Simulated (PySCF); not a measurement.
silicon monoxide (OSi), singlet, at a GFN2-xTB geometry, with bond 2-1 at 1.4 times its length; CASSCF(6,8)/cc-pVDZ run with PySCF.

PySCF was given this input:
```python
from pyscf import gto, scf, mcscf
import numpy

mol = gto.M(
    atom='''
Si   -0.00000000   -0.00000000   -0.54858235
O     0.00000000    0.00000000    1.56345971
''',
    basis='cc-pvdz',
    verbose=4,
)

mf = scf.RHF(mol)
mf.kernel()
mc = mcscf.CASSCF(mf, 8, 6)
mc.fix_spin_(ss=0.0)
mc.kernel()
occ = numpy.linalg.eigvalsh(mc.fcisolver.make_rdm1(mc.ci, mc.ncas, mc.nelecas))[::-1]
ss = mc.fcisolver.spin_square(mc.ci, mc.ncas, mc.nelecas)[0]
print('natural occupations', occ.round(4), ' <S^2>', round(ss, 4))
```

The log (banner, timings and long lists left out):

```
PySCF version 2.14.0

[INPUT] verbose = 4
[INPUT] num. atoms = 2
[INPUT] num. electrons = 22
[INPUT] charge = 0
[INPUT] spin (= nelec alpha-beta = 2S) = 0
[INPUT] symmetry False subgroup None
[INPUT] Mole.unit = angstrom
[INPUT] Symbol           X                Y                Z      unit          X                Y                Z       unit  Magmom
[INPUT]  1 Si     0.000000000000   0.000000000000  -0.548582350000 AA    0.000000000000   0.000000000000  -1.036670398270 Bohr   0.0
[INPUT]  2 O      0.000000000000   0.000000000000   1.563459710000 AA    0.000000000000   0.000000000000   2.954510658692 Bohr   0.0

nuclear repulsion = 28.0618690060746
number of shells = 10
number of NR pGTOs = 67
number of NR cGTOs = 32
basis = cc-pvdz
ecp = {}

******** <class 'pyscf.scf.hf.RHF'> ********
method = RHF
initial guess = minao
damping factor = 0
level_shift factor = 0
DIIS = <class 'pyscf.scf.diis.CDIIS'>
diis_start_cycle = 1
diis_space = 8
diis_damp = 0
SCF conv_tol = 1e-09
SCF conv_tol_grad = None
SCF max_cycles = 50
direct_scf = True
direct_scf_tol = 1e-13
Set gradient conv threshold to 3.16228e-05
Initial guess from minao.
init E= -363.0562442575
  HOMO = -0.363299120719561  LUMO = -0.0427344237206431  gap/eV = 8.72301
cycle= 1 E= -363.227363874047  delta_E= -0.171  |g|= 1.06  |ddm|= 1.13
  HOMO = -0.153570455534157  LUMO = 0.0705802398027005  gap/eV = 6.09945
cycle= 2 E= -359.60324268767  delta_E= 3.62  |g|= 3.06  |ddm|= 2.82
  HOMO = -0.31307645008065  LUMO = -0.0498232110649977  gap/eV = 7.16349
cycle= 3 E= -363.574060284754  delta_E= -3.97  |g|= 0.247  |ddm|= 2.37
  HOMO = -0.35550117301337  LUMO = -0.025436402900568  gap/eV = 8.98152
cycle= 4 E= -363.60046673684  delta_E= -0.0264  |g|= 0.0677  |ddm|= 0.242
  HOMO = -0.364781103730666  LUMO = -0.0140968843231977  gap/eV = 9.54260
cycle= 5 E= -363.602732799593  delta_E= -0.00227  |g|= 0.0282  |ddm|= 0.0813
  HOMO = -0.365549701543967  LUMO = -0.0157350550926181  gap/eV = 9.51894
cycle= 6 E= -363.603415283575  delta_E= -0.000682  |g|= 0.0242  |ddm|= 0.0521
  HOMO = -0.367780969874357  LUMO = -0.0150554137398524  gap/eV = 9.59815
cycle= 7 E= -363.604135677247  delta_E= -0.00072  |g|= 0.0173  |ddm|= 0.0791
  HOMO = -0.361744450974215  LUMO = -0.0140383271860094  gap/eV = 9.46157
cycle= 8 E= -363.604459117103  delta_E= -0.000323  |g|= 0.00134  |ddm|= 0.0829
  HOMO = -0.360795701751496  LUMO = -0.0140901197191505  gap/eV = 9.43434
cycle= 9 E= -363.604460373016  delta_E= -1.26e-06  |g|= 0.000334  |ddm|= 0.00391
  HOMO = -0.360922925827529  LUMO = -0.0140963258571467  gap/eV = 9.43763
cycle= 10 E= -363.60446042244  delta_E= -4.94e-08  |g|= 0.000181  |ddm|= 0.000772
  HOMO = -0.360879148981863  LUMO = -0.0140867521671316  gap/eV = 9.43670
cycle= 11 E= -363.60446043261  delta_E= -1.02e-08  |g|= 6.77e-05  |ddm|= 0.000312
  HOMO = -0.360875429452254  LUMO = -0.0140879945251173  gap/eV = 9.43657
cycle= 12 E= -363.604460433774  delta_E= -1.16e-09  |g|= 1.53e-05  |ddm|= 7.27e-05
  HOMO = -0.360876304782246  LUMO = -0.0140877870841159  gap/eV = 9.43660
cycle= 13 E= -363.60446043385  delta_E= -7.62e-11  |g|= 7.18e-07  |ddm|= 2.01e-05
  HOMO = -0.360876443874793  LUMO = -0.0140877544557949  gap/eV = 9.43660
Extra cycle  E= -363.604460433851  delta_E= -9.66e-13  |g|= 1.09e-06  |ddm|= 1.4e-06
converged SCF energy = -363.604460433851

******** <class 'pyscf.mcscf.mc1step.CASSCF'> ********
CAS (3e+3e, 8o), ncore = 8, nvir = 16
max_cycle_macro = 50
max_cycle_micro = 4
conv_tol = 1e-07
conv_tol_grad = None
orbital rotation max_stepsize = 0.02
orbital rotation threshold for CI restart = 0.01
augmented hessian ah_max_cycle = 30
augmented hessian ah_conv_tol = 1e-12
augmented hessian ah_linear dependence = 1e-14
augmented hessian ah_level shift = 1e-08
augmented hessian ah_start_tol = 2.5
augmented hessian ah_start_cycle = 3
augmented hessian ah_grad_trust_region = 3
kf_trust_region = 3
kf_interval = 4
ci_response_space = 4
ci_grad_trust_region = 3
with_dep4 0
natorb = False
canonicalization = True
sorting_mo_energy = False
ao2mo_level = 2
internal_rotation = False
******** <class 'pyscf.fci.addons.SpinPenaltyFCISolver'> ********
max. cycles = 50
conv_tol = 1e-08
davidson only = True
linear dependence = 1e-12
level shift = 0.001
max iter space = 12
nroots = 1
pspace_size = 400
spin = None
CASCI E = -363.705426181409  S^2 = 0.0000000
Set conv_tol_grad to 0.000316228
macro iter   1 ( 21 JK    4 micro), CASSCF E = -363.770786176967  dE = -6.53599956e-02  S^2 = 0.0000000
               |grad[o]|=0.223  |grad[c]|=0.0707  |ddm|=0.129  |maxRot[o]|=0.298
macro iter   2 ( 21 JK    4 micro), CASSCF E = -363.783472317792  dE = -1.26861408e-02  S^2 = 0.0000000
               |grad[o]|=0.0974  |grad[c]|=0.0189  |ddm|=0.0392  |maxRot[o]|=0.302
macro iter   3 ( 21 JK    4 micro), CASSCF E = -363.789859555805  dE = -6.38723801e-03  S^2 = 0.0000000
               |grad[o]|= 0.04  |grad[c]|=0.0154  |ddm|=0.0111  |maxRot[o]|=0.291
macro iter   4 ( 21 JK    4 micro), CASSCF E = -363.793564681968  dE = -3.70512616e-03  S^2 = 0.0000000
               |grad[o]|=0.0223  |grad[c]|=0.00843  |ddm|=0.00423  |maxRot[o]|=0.313
macro iter   5 ( 21 JK    4 micro), CASSCF E = -363.796087461218  dE = -2.52277925e-03  S^2 = 0.0000000
               |grad[o]|=0.0138  |grad[c]|=0.00507  |ddm|=0.00353  |maxRot[o]|=0.313
macro iter   6 ( 21 JK    4 micro), CASSCF E = -363.797021667042  dE = -9.34205824e-04  S^2 = 0.0000000
               |grad[o]|=0.0071  |grad[c]|=0.0021  |ddm|=0.00473  |maxRot[o]|=0.313
macro iter   7 ( 10 JK    4 micro), CASSCF E = -363.797030598037  dE = -8.93099531e-06  S^2 = 0.0000000
               |grad[o]|=0.00119  |grad[c]|=0.00056  |ddm|=0.00605  |maxRot[o]|=0.00869
macro iter   8 (  9 JK    4 micro), CASSCF E = -363.797031201318  dE = -6.03281421e-07  S^2 = 0.0000000
               |grad[o]|=0.000548  |grad[c]|=0.000193  |ddm|=0.00187  |maxRot[o]|=0.000998
macro iter   9 (  3 JK    1 micro), CASSCF E = -363.797031232840  dE = -3.15219495e-08  S^2 = 0.0000000
               |grad[o]|=0.000139  |grad[c]|=0.000105  |ddm|=0.000184  |maxRot[o]|=0.00013
1-step CASSCF converged in   9 macro (148 JK  33 micro) steps
CASSCF canonicalization
Density matrix diagonal elements [1.80379237 1.81865487 1.85191873 0.18936261 0.18030175 0.14561183
 0.00343784 0.00692   ]
CASSCF energy = -363.797031232840
CASCI E = -363.797031232840  E(CI) = -10.2513729650976  S^2 = 0.0000000
natural occupations [1.9075 1.855  1.8367 0.1574 0.1444 0.0903 0.0055 0.0032]  <S^2> 0.0
```
